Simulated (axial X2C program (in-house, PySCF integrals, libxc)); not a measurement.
# Ω levels of TbCN from open-shell CI on f9 s1

Calculated with an in-house all-electron X2C program for linear molecules (integrals from PySCF): two-component X2C with atomic mean-field Coulomb and Gaunt terms, basis Tb dyall-v3z, C dyall-v3z, N dyall-av3z (cores contracted in-house). Orbitals come from Hartree–Fock averaged over the configuration Tb f9 s1; CI then distributes these electrons over the f, s shells of Tb.

Tb–C–N held linear, bonds 2.552 and 1.160 Å (the second held) (near the minimum of the configuration average).

Active spinors (ω > 0):

| shell | ω | ε (eV) | character |
| --- | --- | --- | --- |
| f | 5/2 | -3.51 | 100% Tb f |
| f | 3/2 | -3.45 | 100% Tb f |
| f | 1/2 | -3.40 | 100% Tb f |
| f | 7/2 | -2.79 | 100% Tb f |
| f | 5/2 | -2.73 | 100% Tb f |
| f | 3/2 | -2.69 | 100% Tb f |
| f | 1/2 | -2.66 | 100% Tb f |
| s | 1/2 | -2.94 | 71% Tb s, 21% Tb p, 3% Tb d |

Lowest levels of this model:

```json
{"Ω": "8", "energy (cm⁻¹)": "0", "g∥": "21.93", "μ (D)": "-7.39", "configuration": "100% f9 s1"}
{"Ω": "7", "energy (cm⁻¹)": "231", "g∥": "18.96", "μ (D)": "-7.38", "configuration": "100% f9 s1"}
{"Ω": "6", "energy (cm⁻¹)": "450", "g∥": "16.06", "μ (D)": "-7.37", "configuration": "100% f9 s1"}
{"Ω": "5", "energy (cm⁻¹)": "639", "g∥": "13.27", "μ (D)": "-7.36", "configuration": "100% f9 s1"}
{"Ω": "4", "energy (cm⁻¹)": "788", "g∥": "10.58", "μ (D)": "-7.36", "configuration": "100% f9 s1"}
{"Ω": "3", "energy (cm⁻¹)": "891", "g∥": "7.95", "μ (D)": "-7.36", "configuration": "100% f9 s1"}
{"Ω": "2", "energy (cm⁻¹)": "956", "g∥": "5.32", "μ (D)": "-7.36", "configuration": "100% f9 s1"}
{"Ω": "1", "energy (cm⁻¹)": "989", "g∥": "2.67", "μ (D)": "-7.37", "configuration": "100% f9 s1"}
{"Ω": "0", "energy (cm⁻¹)": "999", "g∥": "0.00", "μ (D)": "-7.37", "configuration": "100% f9 s1"}
{"Ω": "7", "energy (cm⁻¹)": "1252", "g∥": "18.29", "μ (D)": "-7.39", "configuration": "100% f9 s1"}
{"Ω": "6", "energy (cm⁻¹)": "1473", "g∥": "15.59", "μ (D)": "-7.38", "configuration": "100% f9 s1"}
{"Ω": "5", "energy (cm⁻¹)": "1668", "g∥": "12.92", "μ (D)": "-7.37", "configuration": "100% f9 s1"}
{"Ω": "4", "energy (cm⁻¹)": "1824", "g∥": "10.28", "μ (D)": "-7.36", "configuration": "100% f9 s1"}
{"Ω": "3", "energy (cm⁻¹)": "1941", "g∥": "7.68", "μ (D)": "-7.36", "configuration": "100% f9 s1"}
{"Ω": "2", "energy (cm⁻¹)": "2020", "g∥": "5.11", "μ (D)": "-7.36", "configuration": "100% f9 s1"}
{"Ω": "1", "energy (cm⁻¹)": "2063", "g∥": "2.56", "μ (D)": "-7.37", "configuration": "100% f9 s1"}
{"Ω": "0", "energy (cm⁻¹)": "2077", "g∥": "0.00", "μ (D)": "-7.37", "configuration": "100% f9 s1"}
{"Ω": "7", "energy (cm⁻¹)": "2997", "g∥": "18.57", "μ (D)": "-7.38", "configuration": "100% f9 s1"}
{"Ω": "6", "energy (cm⁻¹)": "3185", "g∥": "15.49", "μ (D)": "-7.37", "configuration": "100% f9 s1"}
{"Ω": "5", "energy (cm⁻¹)": "3360", "g∥": "12.63", "μ (D)": "-7.37", "configuration": "100% f9 s1"}
{"Ω": "4", "energy (cm⁻¹)": "3512", "g∥": "9.91", "μ (D)": "-7.36", "configuration": "100% f9 s1"}
{"Ω": "3", "energy (cm⁻¹)": "3635", "g∥": "7.33", "μ (D)": "-7.36", "configuration": "100% f9 s1"}
{"Ω": "6", "energy (cm⁻¹)": "3693", "g∥": "15.52", "μ (D)": "-7.37", "configuration": "100% f9 s1"}
{"Ω": "2", "energy (cm⁻¹)": "3727", "g∥": "4.86", "μ (D)": "-7.36", "configuration": "100% f9 s1"}
{"Ω": "1", "energy (cm⁻¹)": "3782", "g∥": "2.43", "μ (D)": "-7.36", "configuration": "100% f9 s1"}
{"Ω": "0", "energy (cm⁻¹)": "3800", "g∥": "0.00", "μ (D)": "-7.36", "configuration": "100% f9 s1"}
{"Ω": "5", "energy (cm⁻¹)": "3868", "g∥": "12.72", "μ (D)": "-7.37", "configuration": "100% f9 s1"}
{"Ω": "4", "energy (cm⁻¹)": "4005", "g∥": "10.06", "μ (D)": "-7.37", "configuration": "100% f9 s1"}
{"Ω": "3", "energy (cm⁻¹)": "4124", "g∥": "7.47", "μ (D)": "-7.37", "configuration": "100% f9 s1"}
{"Ω": "2", "energy (cm⁻¹)": "4222", "g∥": "4.93", "μ (D)": "-7.36", "configuration": "100% f9 s1"}
```

g∥ is the magnitude of 2⟨Lz + ge Sz⟩ for the +Ω component. μ is positive if the N end is positive.

Question: From Ω and g∥ of the lowest level, whose 2⟨Lz + ge Sz⟩ is positive, find ⟨Sz⟩ and ⟨Lz⟩ (ge = 2.0023).

Answer: Ω = ⟨Lz⟩ + ⟨Sz⟩ = 8 and ⟨Lz⟩ + ge⟨Sz⟩ = 10.965, so ⟨Sz⟩ = 2.96 and ⟨Lz⟩ = 5.04.

Occupations of the active spinors in the lowest level by ω, shell by shell in order of energy: -7/2: 0.00; -5/2: 0.93 0.07; -3/2: 0.82 0.18; -1/2: 0.69 0.31 0.00; 1/2: 0.51 0.49 1.00; 3/2: 1.00 1.00; 5/2: 1.00 1.00; 7/2: 1.00. The leading determinant has weight 0.28 among 106.

This point took 2.8 s on 1 thread of Arm Neoverse V2 (shared host).

There is no dynamic correlation: spin–orbit spacings and, for f shells, spacings inside one term are the most reliable numbers, splittings between terms come out too wide, and energies between configurations are not reliable, so the lowest level need not be the ground state of the molecule. At most 4 roots were kept for each Ω > 0 (twice that for Ω = 0) within 2.2 eV of the lowest, so higher up levels can be missing between those listed; levels with Ω > 0 are doubly degenerate and listed once, Ω = 0 levels singly. The molecule was held linear; bending was not examined.
